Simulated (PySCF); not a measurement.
Molecule: `InChI=1S/C7H12/c1-2-6-4-5-7(6)3-1/h6-7H,1-5H2/t6-,7+`.

Geometry (Å), atoms numbered from 1 in this order:
```xyz
19

C    -1.495    0.079   -0.618
C    -0.583    1.306   -0.659
C     0.655    0.884    0.126
C     1.607   -0.076   -0.610
C     1.168   -1.225    0.309
C     0.213   -0.273    1.051
C    -1.272   -0.497    0.782
H    -2.539    0.331   -0.801
H    -1.183   -0.644   -1.373
H    -1.069    2.145   -0.158
H    -0.340    1.610   -1.677
H     1.150    1.729    0.603
H     2.659    0.188   -0.523
H     1.370   -0.217   -1.663
H     1.965   -1.629    0.930
H     0.670   -2.050   -0.198
H     0.428   -0.160    2.113
H    -1.547   -1.550    0.848
H    -1.867    0.058    1.510
```

Frames of a GFN2-xTB Langevin trajectory at 300 K; GIAO PBE0/pcSseg-1 shieldings in PySCF 2.14, gas phase, non-relativistic; equivalent atoms averaged within each frame.

Chemical shifts δ = σref − σ; ¹³C (186.93 ppm), ¹H (31.72 ppm) vs TMS, all at this level. The references are static minima.

Q: How do the shifts (ppm) fluctuate along the trajectory?

A: 
```tsv
time (fs)	C3/C6	C2/C7	C1	C4/C5	H9	H11/H18	H12/H17	H10/H19	H13/H15	H14/H16
optimised geometry	38.5	37.2	26.8	25.0	1.88	1.46	2.63	1.55	2.22	1.30
250	39.0	35.1	29.9	26.1	2.38	2.34	2.26	1.76	1.57	1.50
425	40.8	37.9	27.0	31.2	2.04	1.22	2.77	2.40	2.77	2.18
625	37.4	38.8	24.1	33.9	1.79	2.23	2.48	1.47	2.79	1.89
800	43.6	33.8	37.9	23.4	3.08	1.47	2.61	1.87	1.87	0.87
1000	41.5	38.2	29.8	27.8	2.30	1.74	2.69	1.68	2.61	1.67
mean of frames	40.4	36.8	29.7	28.5	2.32	1.80	2.56	1.84	2.32	1.62
standard deviation	2.4	2.2	5.1	4.1	0.49	0.48	0.20	0.35	0.57	0.49
```

5 frames give an uncertainty of the mean of about the standard deviation over 2.2 at best, since frames this close in time may not be independent; classical motion lacks zero-point vibration, and the reference would need the same averaging.
